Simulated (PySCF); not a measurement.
**[LuS2]-: fields on a plane**

Method: PySCF, PBE0, basis Lu def2-SVP with ECP28, S def2-SVP (scalar-relativistic core potentials, no spin–orbit coupling, density fitting).

The singlet minimum has Lu–S 2.509 Å (×2), S–S 2.144 Å; Lu–S–S 64.7° (×2), S–Lu–S 50.6°.

The plane holds Lu1 at (0.00, 0.00), S2 at (2.51, 0.00), S3 at (1.59, 1.94) Å. Columns run from x = -1.95 to 4.95 Å, rows from y = 4.35 (top) to -1.95 Å, in steps of 0.3 Å. Other isomers or separated fragments may lie lower. Core electrons replaced by a potential are absent, the electrostatic potential uses the reduced nuclear charge, and values within about 0.7 Å of such atoms have no physical meaning.

Give the electron density (e/Å³) (cut at 5 e/Å³). Lower edges of the bins (e/Å³): '0' 0.000, '1' 0.030, '2' 0.076, '3' 0.151, '4' 0.268, '5' 0.455, '6' 0.750, '7' 1.218, '8' 1.960, '9' 3.136; top 5.00.


```
000000000000000000000000
000000000000000000000000
000000000000000000000000
000000000011111100000000
000000001123332210000000
000000011345554321000000
000000112456765421000000
000000123569986531000000
000001124679996531000000
000011234679986532100000
000112234567666432110000
011123444555665543210000
011246886544566665321000
112369999644567876431000
112489999855679997532000
112489999855679997532000
111369999644567876431000
111246886433456654321000
011123443222334433210000
011112221111222221100000
000111111101111110000000
000001100000000000000000
```

Give the electron localisation function (set to 0 where the density is under 0.005 e/Å³). Lower edges of the bins: '0' 0.000, '1' 0.097, '2' 0.194, '3' 0.290, '4' 0.387, '5' 0.484, '6' 0.581, '7' 0.678, '8' 0.774, '9' 0.871; top 0.97.


```
000000000000000000000000
000000000001111000000000
000000000012344320000000
000000000134566653000000
000000001356888765200000
000000023568999875300000
000000135763379975300000
542001257822708975200000
763101368818644863100000
874100258933805752100000
973000025883147643211000
961001112477777666543200
941124553123577678875410
820255335313650118987520
710263663514818736997630
710263663525827735987530
820155335426970118986520
940025654115887678865300
972002221014777666543200
996210000012454433321000
999742110001222211110000
999997642100000000000000
```

The lowest empty level of this anion is unbound, so it and the gap depend on the basis. The basis has no diffuse functions, which an anion would want.
